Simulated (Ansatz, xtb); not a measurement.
Relative energy of two isomers of C2H9ClSi2

Structure I: `C[Si](C)([SiH3])Cl`, a singlet. Structure II: `C[Si@@H](Cl)C[SiH3]`, a singlet. Both are isolated molecules in the gas phase, relaxed with r2SCAN-D4/def2-SVP, each in the lowest conformer that the search found.

**Question.** Estimate E(II) − E(I) at the level CCSD(T)/def2-SVP + ΔMP2/def2-TZVPP.

**Answer.** Calculated at CCSD(T)/def2-SVP + ΔMP2/def2-TZVPP: E(II) − E(I) = −7.27 kJ/mol, so structure II lies lower.

How the difference moves with the method:

```
                             level            geometry  E(II) − E(I) (kJ/mol)  departure from the last row (kJ/mol)  job, with rough time for the two
                          GFN2-xTB            GFN2-xTB                  −25.03                                −17.76              optimisation, 0.18 s
                         HF/STO-3G            GFN2-xTB                  +17.80                                +25.06              single point, 0.38 s
      r2SCAN-D4/def2-SVP//GFN2-xTB            GFN2-xTB                   −1.58                                 +5.69               single point, 2.9 s
                r2SCAN-D4/def2-SVP  r2SCAN-D4/def2-SVP                   +0.81                                 +8.08                optimisation, 49 s
                       HF/def2-SVP  r2SCAN-D4/def2-SVP                  −11.36                                 −4.09           part of the CCSD(T) run
                      MP2/def2-SVP  r2SCAN-D4/def2-SVP                   −9.55                                 −2.28           part of the CCSD(T) run
                  CCSD(T)/def2-SVP  r2SCAN-D4/def2-SVP                   −4.93                                 +2.34                      single point
CCSD(T)/def2-SVP + ΔMP2/def2-TZVPP  r2SCAN-D4/def2-SVP                   −7.27                                                      single point, 39 s
```

As drawn, II has 1 C–Si, 1 Si–H in place of 1 Si–Si, 1 C–H.

HF/STO-3G puts the two in the other order. r2SCAN-D4/def2-SVP//GFN2-xTB, r2SCAN-D4/def2-SVP find them nearly level. The largest departure from CCSD(T)/def2-SVP + ΔMP2/def2-TZVPP is that of HF/STO-3G, 25.06 kJ/mol. The last row adds to CCSD(T) the change of the MP2 difference between the two basis sets, here −2.34 kJ/mol.

With thermal terms from frequencies at re-optimised GFN2-xTB minima (ideal gas, soft modes damped towards free rotors, one conformer each, 298.15 K, 1 atm): the zero-point term adds −4.42 kJ/mol; ΔH is −13.93 and ΔG −9.08 kJ/mol.

The correlated steps freeze 17 core orbitals. Mirror images aren't counted in ΔG. Codes used: Ansatz 0.2.0, xtb 6.7.1; the last row on 2 threads of Intel(R) Xeon(R) 6975P-C (Granite Rapids) on a shared host.
